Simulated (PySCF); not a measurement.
(Me)3Si-NH-SiH3, C3H13NSi2.
Z-matrix (Å and degrees, PBE0-D3(BJ)/def2-SVP geometry), rows numbered from 1:
```
Si
C   1  1.8787
C   1  1.8788  2  108.98
C   1  1.8779  2  110.45  3   121.42
N   1  1.7567  2  110.20  3  -121.11
Si  5  1.7329  1  128.44  2    57.53
H   2  1.1012  1  111.10  3  -179.49
H   2  1.1019  1  110.96  3    60.58
H   2  1.1020  1  111.13  3   -58.96
H   3  1.1020  1  111.29  2    57.88
H   3  1.1018  1  111.00  2   -61.94
H   3  1.1013  1  110.86  2   178.32
H   4  1.1018  1  111.22  2    58.48
H   4  1.1017  1  111.35  2   179.17
H   4  1.1014  1  110.75  2   -61.15
H   5  1.0158  1  115.19  2  -121.27
H   6  1.4949  5  107.24  1     4.71
H   6  1.4985  5  112.51  1   124.21
H   6  1.4993  5  113.23  1  -114.68
```

The closed-shell ground state was solved at several levels (PySCF, density fitting, gas phase, non-relativistic).

```tsv
level	basis functions	HOMO (eV)	LUMO (eV)	gap (eV)	dipole (D)
KT2/pcSseg-1	181	-5.80	-0.42	5.38	1.06
CAM-B3LYP/def2-SVPD	232	-8.45	0.93	9.38	1.09
```

(1) What might PBE0/pcSseg-1 (181 basis functions) give for the same quantities?

(2) Over all these levels, which gives the widest orbital gap and which the narrowest?

(3) How far do the dipole and the HOMO energy spread over the levels?

## Answers

(1) HOMO -7.06 eV, LUMO 0.58 eV, gap 7.64 eV, dipole 1.08 D.

(2) CAM-B3LYP/def2-SVPD (range-separated hybrid) has the widest, 9.38 eV, and KT2/pcSseg-1 (GGA) the narrowest, 5.38 eV. Functional and basis both differ between the two, so the spread mixes both effects.

(3) The dipole runs from 1.06 to 1.09 D (mean 1.08 D) and the HOMO from -8.45 to -5.80 eV.
